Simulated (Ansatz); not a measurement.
System: dichloro-bis(sulfanyl)silane, sum formula SiH₂S₂Cl₂ (charge 0, singlet). 
Coordinates optimised at B3LYP-D3(BJ)/def2-TZVP (Ansatz, a quantum-chemistry and plane-wave program):
```
Si
Cl 1 2.0503
Cl 1 2.0561 2 107.41
S 1 2.1199 2 105.31 3 -120.88
H 4 1.3459 1 93.50 2 179.38
S 1 2.1232 2 113.05 3 120.65
H 6 1.3457 1 94.50 2 -78.77
```

Dipole moments at this geometry, in debye (magnitudes).

| level | program | dipole (D) |
|---|---|---|
| r2SCAN/def2-TZVPD | Ansatz | 1.23 |
| BHLYP/def2-TZVPD | Ansatz | 1.28 |
| r2SCANh/def2-TZVPD | Ansatz | 1.25 |
| LC-wPBE/def2-TZVPD | Ansatz | 1.31 |
| wB97X-V/def2-TZVPD | Ansatz | 1.28 |
| CCSD(T)/aug-cc-pV(D+d)Z | Ansatz | 1.23 |
